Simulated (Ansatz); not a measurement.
Two spin states of AuS, each at its own minimum; 2S+1 = 2, 4 were tried, and our sources give no spin for the ground state. No spin–orbit coupling.

Each state is the lowest solution found for its spin in def2 and cc sets.

The values were computed with Ansatz (a quantum-chemistry and plane-wave program). Values without a source in brackets are computed. In def2 rows elements past Kr take small-core potentials, without spin–orbit coupling.

Task: One of these levels gives 37.78 kcal/mol for the energy of the multiplicity-4 state above the multiplicity-2 state. Which?
A) wB97X-V/def2-TZVPP
B) PBE/def2-TZVPP
C) PBE0/def2-TZVPP

Result: A, wB97X-V/def2-TZVPP. The others give 30.68 (PBE/def2-TZVPP), 33.38 (PBE0/def2-TZVPP)
